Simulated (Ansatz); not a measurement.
Reaction (ligand exchange at the Sb–S bond): `[SiH3][S][SbH][SiH3]` + CH₃OH → `C[O][SbH][SiH3]` + `[SiH3]S`

Program: Ansatz. Geometries: PBE0-D4/def2-TZVP. ΔE: electronic, gas phase. CBS: MP2 limit from def2 TZ/QZ plus the TZ coupled-cluster correction, frozen cores. This one scheme is used for every species. DFT in def2-TZVPP. def2 core potentials past Kr. For Sb outer-core shells are correlated without core-valence functions, which leaves a few kJ/mol of doubt a bond. One conformer a species, not always the lowest.

`[SiH3][S][SbH][SiH3]`:

Cartesian coordinates in Å:
```
Si -0.851 -1.991 1.527
S -0.496 0.099 1.316
Sb -0.738 0.198 -1.112
Si 1.353 1.688 -1.325
H 0.136 -2.789 0.753
H -0.713 -2.296 2.973
H -2.214 -2.359 1.062
H -1.760 1.570 -1.074
H 1.339 2.761 -0.299
H 2.548 0.827 -1.136
H 1.396 2.292 -2.684
```

CH₃OH:

Z-matrix (Å, degrees):
```
C
O 1 1.409
H 1 1.097 2 112.4
H 1 1.090 2 107.0 3 -118.5
H 1 1.097 2 112.4 3 123.0
H 2 0.959 1 108.5 3 -61.6
```

`C[O][SbH][SiH3]`:

```xyz
11

C    -0.683   -2.175   -0.002
O     0.010   -0.994    0.315
Sb    0.525    0.180   -1.195
Si    0.898    2.150    0.429
H    -1.698   -1.971   -0.371
H    -0.163   -2.784   -0.755
H    -0.768   -2.770    0.912
H    -1.068    0.754   -1.522
H    -0.234    2.267    1.381
H     2.165    1.941    1.177
H     1.017    3.401   -0.369
```

`[SiH3]S`:

```xyz
6

Si   -0.178    0.252   -0.428
S    -0.300   -0.923    1.353
H     0.368    1.606   -0.154
H    -1.576    0.359   -0.910
H     0.665   -0.404   -1.459
H     1.020   -0.890    1.598
```

```
               species  PBE energy (Eh)
`[SiH3][S][SbH][SiH3]`      -1221.21806
                 CH₃OH       -115.63194
     `C[O][SbH][SiH3]`       -647.03074
             `[SiH3]S`       -689.79607
```

Problem. Work out ΔE.

Solution. ΔE = (-647.03074) + (-689.79607) − (-1221.21806) − (-115.63194) = 0.02319 Eh = +60.9 kJ/mol. CCSD(T)/CBS gives +65.5 kJ/mol.

Largest T1 diagnostic among the species: 0.014.

At CCSD(T), def2-SVP lies −4.0 kJ/mol from the extrapolated value and def2-TZVPP −4.3 kJ/mol. From BLYP to BHLYP (50 % exact exchange), in def2-TZVPP and without D4, ΔE moves by +10.2 kJ/mol.
